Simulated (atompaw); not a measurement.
## Scattering properties, PAW (atompaw) potential for indium (In)

```json
{
  "Element": "indium (In)",
  "Generator": "atompaw 4.2.0.5",
  "Type": "PAW",
  "Functional": "LDA (PW92)",
  "Relativity": "scalar-relativistic",
  "Frozen core": "[Kr] 4d10",
  "Valence charge": "3",
  "Reference configuration": "5s1 5p0 (charge +2)",
  "Partial waves": "5s (bound): rc 2.35 bohr; 5s channel at -1.4 Ry: rc 2.95 bohr; 5p (bound, empty): rc 2.95 bohr; 5p channel at 2.15 Ry: rc 2.95 bohr; 5d channel at 0.35 Ry: rc 2.95 bohr; 5d channel at 1.8 Ry: rc 2.95 bohr",
  "Local potential": "bessel scheme, radius 2.15 bohr",
  "Core correction": "smooth core density matched at 1.85 bohr",
  "Augmentation charge": "sinc compensation charge, radius 2.80 bohr; PAW radius 2.95 bohr; waves and projectors: custom rrkj gramschmidtortho"
}
```

The phase is arctan(r·u′/u) with u = r·R(r), unwrapped; energies in Ry, scanned from -4 to 5 Ry. A pole is an energy at which the radial function vanishes at the test radius. The pseudo phase is shifted by a multiple of π to meet the all-electron one at the reference energy, and phase errors are pseudo minus all-electron; the curves can meet again beyond the range given. Levels narrower than the energy grid can be missing from the lists of poles.

Problem. For each channel, where are the poles, and over which energies does the pseudopotential scatter like the atom?

Solution.

```json
{"channel": "s", "radius (bohr)": "2.97", "reference energy (Ry)": "-1.77", "poles, all-electron": "-1.05", "poles, pseudo": "-1.05, 1.44", "unbroken range about the reference energy with phases within 0.05 rad": "below 0.3", "phase error 1 Ry above the reference energy (rad)": "-0.000"}
{"channel": "p", "radius (bohr)": "2.97", "reference energy (Ry)": "-1.21", "poles, all-electron": "-0.03", "poles, pseudo": "-0.04", "unbroken range about the reference energy with phases within 0.05 rad": "below 4.8", "phase error 1 Ry above the reference energy (rad)": "-0.002"}
{"channel": "d", "radius (bohr)": "2.97", "reference energy (Ry)": "0.35", "poles, all-electron": "-2.66, 1.85", "poles, pseudo": "1.85", "unbroken range about the reference energy with phases within 0.05 rad": "-2.4 to 3.7", "phase error 1 Ry above the reference energy (rad)": "-0.000"}
```

Phases in the p channel:

```tsv
E (Ry)	all-electron	pseudo
-4.00	1.351	1.349
-3.52	1.323	1.322
-3.04	1.282	1.280
-2.56	1.211	1.209
-2.08	1.059	1.056
-1.60	0.519	0.516
-1.12	-0.940	-0.940
-0.64	-1.397	-1.398
-0.16	-1.544	-1.546
0.32	-1.627	-1.629
0.80	-1.694	-1.696
1.28	-1.769	-1.770
1.76	-1.881	-1.881
2.24	-2.123	-2.123
2.72	-2.948	-2.974
3.20	-4.067	-4.112
3.68	-4.401	-4.438
4.16	-4.529	-4.567
4.64	-4.597	-4.642
```
